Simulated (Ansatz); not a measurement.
Spectroscopic constants of MgBe+, multiplicity 2 (lowest of 2S+1 = 2, 4 at CCSD(T)/def2-TZVPP on PBE0 minima; our sources give no spin for the ground state, which may be another).

The constants come from a fifth-degree fit in 1/R (seven points, main isotopes). Runs in def2 and cc sets follow the lowest solution found near the PBE0 minimum.

Correlated levels freeze the inner cores; with def2 sets outer-core shells near the valence are correlated too.

The values were computed with Ansatz (a program for electronic structure) with Gaussian orbitals. 

**Question.** What bond length and harmonic frequency does B3LYP/def2-TZVPP give?

**Answer.** r_e = 2.632 Å, ω_e = 331 cm⁻¹.

**Question.** What bond length and harmonic frequency does wB97M-V/def2-TZVPP give?

**Answer.** r_e = 2.671 Å, ω_e = 306 cm⁻¹.

**Question.** What bond length and harmonic frequency does CCSD(T)/def2-QZVPP give?

**Answer.** r_e = 2.653 Å, ω_e = 325 cm⁻¹.

Doubts at one or more of the structures used: a spin-contaminated determinant (CCSD(T)/def2-QZVPP).
